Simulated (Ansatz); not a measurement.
```yaml
crystal:
  periodic: [false, false, false]
  atoms:
    - {symbol: C, position_ang: [-1.540851, -3.902909, -0.462350]}
    - {symbol: Si, position_ang: [-1.237949, -0.491000, 0.416534]}
    - {symbol: C, position_ang: [-3.814978, 1.358236, -1.146051]}
    - {symbol: C, position_ang: [-1.503890, -0.152996, 3.926046]}
    - {symbol: N, position_ang: [1.709391, 0.585441, -0.605641]}
    - {symbol: Si, position_ang: [3.857530, -1.311793, -2.152188]}
    - {symbol: Ge, position_ang: [2.651444, 3.906271, -0.041643]}
    - {symbol: H, position_ang: [-3.379382, -4.610203, 0.164105]}
    - {symbol: H, position_ang: [-1.427251, -4.192023, -2.504282]}
    - {symbol: H, position_ang: [-0.089389, -5.067527, 0.433677]}
    - {symbol: H, position_ang: [-3.702432, 3.368505, -0.683566]}
    - {symbol: H, position_ang: [-3.707443, 1.172649, -3.200605]}
    - {symbol: H, position_ang: [-5.672951, 0.684347, -0.540948]}
    - {symbol: H, position_ang: [-0.026687, -1.236450, 4.880621]}
    - {symbol: H, position_ang: [-1.329631, 1.818041, 4.519643]}
    - {symbol: H, position_ang: [-3.334085, -0.843668, 4.593673]}
    - {symbol: H, position_ang: [4.676284, -3.512938, -0.600764]}
    - {symbol: H, position_ang: [2.861015, -2.322731, -4.582760]}
    - {symbol: H, position_ang: [6.129809, 0.251981, -2.720660]}
    - {symbol: H, position_ang: [5.054869, 3.986888, 1.594027]}
    - {symbol: H, position_ang: [3.157285, 5.234135, -2.579208]}
    - {symbol: H, position_ang: [0.462942, 5.221053, 1.346573]}
basis:
  gaussian: {orbitals: def2-mTZVP}
hamiltonian: {xc: {name: PBE0-DH}}
accuracy: high
```

```sh
$ ansatz run in.yaml --threads 4 --pin off --events-out ev --progress --plain --max-ram 46080MiB --backend cpu
```

Shortened log:

```
Functional definition: PBE0-DH
4072 factors; integrals over basis functions are off by at most 2.2e-7 eV
mean field evaluation 1: about -76977.1115 eV, gradient 9.6e1 eV
mean field evaluation 2: about -76977.1492 eV, gradient 9.6e1 eV
mean field evaluation 4: about -76559.2702 eV, gradient 2.1e2 eV
mean field evaluation 8: about -77009.6989 eV, gradient 7.1e0 eV
mean field evaluation 16: about -77011.4270 eV, gradient 6.8e-3 eV
mean field -77011.84995246 eV, -2830.1332852463 hartree, gradient 3.0e-8 eV, S^2 0.000000; 6 other end points of the search recorded, 0 dependent functions left out; unrestricted orbitals would lower it
23 core orbitals not correlated: weight in the atoms' cores, before any rotation towards them, 1.000 or more for the frozen orbitals, at most 0.000 for the correlated occupied ones
reference -77011.84995754 eV, -2830.1332854329 hartree; 27, 27 occupied and 151, 151 virtual orbitals, 4072 factors
second order -55.67394895 eV of doubles, -0.00000000 eV of singles
Total energy: -77018.80920116 eV, -2830.3890329187 hartree
```

In this input the coordinates are in bohr but typed as ångström. The run converged. The result belongs to that input, not to the molecule as meant.
